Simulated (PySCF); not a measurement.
MgCl, SMILES [Cl][Mg+], charge +1.

Geometry: PBE0-D3(BJ)/def2-TZVPD. The spin state was assumed, not searched.

Two levels are set side by side: PBE/def2-TZVPD (PySCF) and HF/def2-TZVPD (PySCF). Same geometry, gas phase. Differences are taken from unrounded values.

```json
[
 {"quantity": "orbital gap (eV)", "HF": "9.72"},
 {"quantity": "highest occupied level (eV)", "HF": "-16.94"},
 {"quantity": "lowest empty level (eV)", "HF": "-7.22"},
 {"quantity": "mean polarisability (bohr³)", "HF": "24.6"}
]
```

Question: What does PBE give, and how far is it from HF? (An estimate is asked for; the answer gives what the named calculation found.)

Answer: 
```json
[
 {"quantity": "orbital gap (eV)", "PBE": "2.31", "PBE minus HF": "-7.41"},
 {"quantity": "highest occupied level (eV)", "PBE": "-12.69", "PBE minus HF": "4.25"},
 {"quantity": "lowest empty level (eV)", "PBE": "-10.38", "PBE minus HF": "-3.16"},
 {"quantity": "mean polarisability (bohr³)", "PBE": "31.2", "PBE minus HF": "6.6"}
]
```

Without exact exchange PBE keeps part of each electron's self-repulsion, which lifts occupied levels and narrows the gap. Loosely held outer electrons make PBE densities more polarisable. Differences between two approximate levels are no errors against the true value.

Rough cost on one machine, each run with all the roots and properties that it gave: HF against PBE about 1/4.
